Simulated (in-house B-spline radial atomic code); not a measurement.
S II (S+) is squeezed into an impenetrable sphere of radius R (the orbitals vanish at R). No spin polarisation. Method: scalar-relativistic (X2C) PBE, spherical fractional occupations, Fermi nucleus of rms radius 3.2611 fm. Calculated with a radial B-spline atomic code at the basis-set limit.

Energies in eV above the free ion in [Ne] 3s2 3p3:

```json
{"R (bohr)": "9.69", "highest level (eV)": "-16.8", "[Ne] 3s2 3p3": "4.731e-05", "[Ne] 3s2 3p2 3d1": "13.25", "[Ne] 3s1 3p4": "10.88"}
{"R (bohr)": "5.97", "highest level (eV)": "-16.7", "[Ne] 3s2 3p3": "0.06522", "[Ne] 3s2 3p2 3d1": "13.84", "[Ne] 3s1 3p4": "10.95"}
{"R (bohr)": "5.46", "highest level (eV)": "-16.6", "[Ne] 3s2 3p3": "0.1736", "[Ne] 3s2 3p2 3d1": "14.22", "[Ne] 3s1 3p4": "11.07"}
{"R (bohr)": "4.19", "highest level (eV)": "-15.2", "[Ne] 3s2 3p3": "1.93", "[Ne] 3s2 3p2 3d1": "17.35", "[Ne] 3s1 3p4": "13.05"}
{"R (bohr)": "3.43", "highest level (eV)": "-11.7", "[Ne] 3s2 3p3": "8.195", "[Ne] 3s2 3p2 3d1": "25.21", "[Ne] 3s1 3p4": "19.91"}
{"R (bohr)": "2.89", "highest level (eV)": "-5.48", "[Ne] 3s2 3p3": "23.33", "[Ne] 3s2 3p2 3d1": "41.92", "[Ne] 3s1 3p4": "36.05"}
{"R (bohr)": "2.58", "highest level (eV)": "1.45", "[Ne] 3s2 3p3": "43.15", "[Ne] 3s2 3p2 3d1": "62.59", "[Ne] 3s1 3p4": "56.82"}
{"R (bohr)": "2.04", "highest level (eV)": "27.7", "[Ne] 3s2 3p3": "132.3", "[Ne] 3s2 3p2 3d1": "151.1", "[Ne] 3s1 3p4": "148.3"}
{"R (bohr)": "1.74", "highest level (eV)": "60.5", "[Ne] 3s2 3p3": "258.8", "[Ne] 3s2 3p2 3d1": "272.6", "[Ne] 3s1 3p4": "275.8"}
{"R (bohr)": "1.49", "highest level (eV)": "112", "[Ne] 3s2 3p3": "473.8", "[Ne] 3s2 3p2 3d1": "475.5", "[Ne] 3s1 3p4": "489.9"}
```

Does [Ne] 3s2 3p2 3d1 fall below [Ne] 3s2 3p3 under compression?

No, it stays above over the whole range.

Does [Ne] 3s1 3p4 fall below [Ne] 3s2 3p3 under compression?

No, it stays above over the whole range.

The highest level is first positive in the row R = 2.58 bohr, pushed up by confinement above the zero of the free ion's potential. Each configuration is held fixed and needn't be the lowest in the sphere.
